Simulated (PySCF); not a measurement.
Computed IR spectrum (relative IR intensity) of a molecule C4H3FOS. Geometry optimised at ωB97X-D3(BJ)/def2-SVP. One conformer was computed; it need not be the lowest. These are ωB97X-D3(BJ)/def2-SVP (PySCF) values and carry that method's errors. Frequencies are harmonic and unscaled.

| ν (cm⁻¹) | relative intensity |
|---|---|
| 168 | 63 |
| 446 | 2.8 |
| 553 | 3.1 |
| 578 | 2.1 |
| 633 | 5.4 |
| 729 | 15 |
| 742 | 10.0 |
| 817 | 24 |
| 887 | 6.7 |
| 1005 | 8.9 |
| 1147 | 52 |
| 1178 | 19 |
| 1336 | 96 |
| 1494 | 97 |
| 1619 | 27 |
| 1701 | 100 |
| 3304 | 5.4 |
| 3890 | 61 |

Problem. Pick the molecule that these values belong to.
(A) Fc1ccc(S)o1
(B) Oc1cscc1F
(C) Oc1cc(F)cs1
(D) Fc1coc(S)c1

Solution. C, Oc1cc(F)cs1
